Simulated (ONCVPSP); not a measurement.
Before and after: ONCV potential for K (Z = 19)

potassium, optimised norm-conserving Vanderbilt (ONCV), made with ONCVPSP 4.0.1 (PBEsol, non-relativistic). Core [Ne], reference 3s2 3p6 4s1. Waves: 3s+4s: rc 2.40 bohr, ncon 4, nbas 7, qcut 5.6 1/bohr, 2 projectors; 3p: rc 1.55 bohr, ncon 3, nbas 6, qcut 10.7 1/bohr, 2 projectors, debl 1 Ha; d scattering state at 0.36 Ha: rc 2.35 bohr, ncon 4, nbas 7, qcut 4.1 1/bohr, 1 projector. Local part: polynomial inside 1.10 bohr (lpopt 5, dvloc0 1 Ha). Core correction: none.

All-electron outer shells of the reference configuration (PBEsol, non-relativistic, ld1.x):

```json
{"shell": "2p", "level (eV)": "-279.71", "outermost node (bohr)": "–", "outermost maximum (bohr)": "0.26"}
{"shell": "3s", "level (eV)": "-34.96", "outermost node (bohr)": "0.48", "outermost maximum (bohr)": "1.08"}
{"shell": "3p", "level (eV)": "-18.83", "outermost node (bohr)": "0.45", "outermost maximum (bohr)": "1.15"}
{"shell": "4s", "level (eV)": "-2.29", "outermost node (bohr)": "1.59", "outermost maximum (bohr)": "4.23"}
```

Change: p: rc 1.84.

Cutoffs: the cutoffs (Ha) at which the residual kinetic energy of the hardest occupied pseudo-wave falls to 1 and 0.1 mHa per electron; they do not see the model core or the augmentation charge, which bear on the density cutoff. Errors are all-electron minus pseudo energies relative to the spin-unpolarised reference configuration.

Task: What does the change do?

Result: The potential gets softer (22 Ha and 31 Ha → 11 Ha and 16 Ha); the errors of the 4 common tests hardly move; neither file shows a bound ghost. A larger radius leaves more room for a smooth pseudo-wave, so fewer plane waves are needed.

```tsv
quantity	base	changed
cutoff, loose	22 Ha	11 Ha
cutoff, tight	31 Ha	16 Ha
loose cutoff by channel	s 4.5 Ha, p 22 Ha	s 4.5 Ha, p 11 Ha
bound ghosts	none	none
GHOST(+) flags under 300 eV	none	none
error for 3s2 3p6 4s0, meV [ΔE 4.20 eV]	-0.1	-0.1
error for 3s2 3p6 4s0.5, meV [ΔE 1.61 eV]	0.0	0.0
error for 3s2 3p6 4s0 4p1, meV [ΔE 1.50 eV]	-0.1	0.0
error for 3s2 3p5 4s1, meV [ΔE 24.93 eV]	+19	+17
s: phases at 2.44 bohr within 0.05 rad from the reference energy up to (Ha; the scan ends near 5)	3.2	3.2
d: phases at 2.38 bohr within 0.05 rad from the reference energy up to (Ha; the scan ends near 5)	0.9	0.9
```
